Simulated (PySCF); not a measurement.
Molecule: SMILES CC(C)(F)OCF, C₄H₈F₂O.

Bonds (- single, = double, # triple, : aromatic): C1-C2, C2-C3, C2-F4, C2-O5, O5-C6, C6-F7. C1 carries H8, H9, H10; C3 carries H11, H12, H13; C6 carries H14, H15.

Frames of a GFN2-xTB Langevin trajectory at 300 K; GIAO PBE0/pcSseg-1 shieldings in PySCF 2.14.0 with density-fitted response routines, gas phase, non-relativistic; equivalent atoms averaged within each frame.

References, each an isolated molecule treated in the same way: ¹³C (186.93 ppm) and ¹H (31.72 ppm) against TMS; ¹⁹F (170.95 ppm) against CFCl3; H2O for ¹⁷O (336.08 ppm). The references are static minima.

Question: How do the shifts (ppm) fluctuate along the trajectory?

Answer: 
```tsv
time (fs)	C2	C6	C1/C3	F4	F7	O5	H14/H15	H8/H9/H10/H11/H12/H13
250	116.7	98.9	29.9	-125.5	-170.9	159.5	5.97	2.05
425	124.6	101.2	28.7	-96.9	-160.6	160.4	5.92	1.62
625	120.6	98.9	28.3	-116.8	-171.0	147.8	6.01	1.37
800	120.1	101.5	31.4	-127.5	-172.6	165.5	6.19	1.93
1000	114.4	98.3	29.6	-140.0	-180.8	150.9	5.49	1.74
mean of frames	119.3	99.8	29.6	-121.4	-171.2	156.8	5.92	1.74
standard deviation	3.9	1.5	1.2	16.0	7.2	7.3	0.26	0.26
```

5 frames give an uncertainty of the mean of about the standard deviation over 2.2 at best, since frames this close in time may not be independent; classical motion lacks zero-point vibration, and the reference would need the same averaging.
